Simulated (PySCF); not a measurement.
## Electron correlation in P⁺ (phosphorus, charge +1)

[Ne] 3s2 3p2, high-spin 3P determinant. Computed with PySCF 2.14 in aug-cc-pVDZ-DK, with the spin-free X2C one-electron Hamiltonian (Gaussian nucleus). Frozen: [Ne]; 4 electrons correlated.

MP2 pair energies summed by pair of shells (mhartree):

```tsv
pair	energy	share (%)
3s-3p	-30.25	60.2
3s-3s	-14.63	29.1
3p-3p	-5.38	10.7
```

Total MP2 correlation energy: -50.26 mhartree.

Same-spin part -8.37 and opposite-spin part -41.89 mhartree; SCS-MP2 scales them by 1/3 and 6/5 to -53.05 mhartree.

| level | correlation energy (mhartree) |
| --- | --- |
| CCSD | -70.96 |
| (T) | -1.04 |
| CCSD(T) | -72.00 |

Diagnostics: T1 = 0.0085, D1 = 0.0232, largest double amplitude 0.104.

Cost of the coupled-cluster step: 0.14 s of wall time on 1 thread of Neoverse-V2 (shared host), for 4 correlated electrons.
